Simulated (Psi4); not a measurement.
Noncovalent pair: CHN (SMILES C#N) (first 3 atoms) with H2 (SMILES [H][H]); geometry from B3LYP-D3(BJ)/def2-TZVP.
(charge 0, multiplicity 1):
| atom | x (Å) | y (Å) | z (Å) |
|---|---|---|---|
| C | 0.1701 | 0.5681 | -0.6967 |
| N | 0.0993 | 0.3457 | 0.4252 |
| H | 0.2360 | 0.7751 | -1.7411 |
| H | -0.0611 | -0.1604 | 3.1866 |
| H | -0.1026 | -0.2918 | 3.9188 |

The numbers are results of Psi4 with SAPT0/jun-cc-pV(D+d)Z, not measurements.

Task: Which attractive term is largest, and how does the interaction split up?

Result: electrostatics -2.6, exchange 3.0, induction -0.7, dispersion -1.5, total -1.8 kJ/mol; the largest attraction is electrostatics.
